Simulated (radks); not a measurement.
Values are calculated unless marked as measured or tabulated.
Task: Gd43+, configuration [Ar] 3d3. Level of theory: non-relativistic Kohn-Sham, PBE, spin-polarised, spherical densities, point nucleus; open shells are filled with parallel spins first (spin-orbit coupling, left out, can overturn this in heavy ions); relativity is left out, which matters for an element this heavy (a radial shooting solver on a logarithmic mesh with Libxc functionals). Some entries of the table are withheld. Estimate them.

| orbital | occ. | eigenvalue (eV) | <1/r> (bohr^-1) |
|---|---|---|---|
| 1s up | 1 | -49530.30 | 63.46 |
| 1s down | 1 | -49530.15 | 63.46 |
| 2s up | 1 | -9887.349 | 14.86 |
| 2s down | 1 | -9872.029 | 14.88 |
| 2p up | 3 | (1) | 14.86 |
| 2p down | 3 | (2) | 14.87 |
| 3s up | 1 | -3719.906 | 6.007 |
| 3s down | 1 | -3706.428 | 5.988 |
| 3p up | 3 | -3581.958 | 5.958 |
| 3p down | 3 | -3567.037 | 5.938 |
| 3d up | 3 | (3) | 5.853 |
| 3d down | 0 | (4) | 5.841 |

Result: 
(1) 2p up eigenvalue (eV): -9543.056
(2) 2p down eigenvalue (eV): -9532.108
(3) 3d up eigenvalue (eV): -3352.248
(4) 3d down eigenvalue (eV): -3332.426
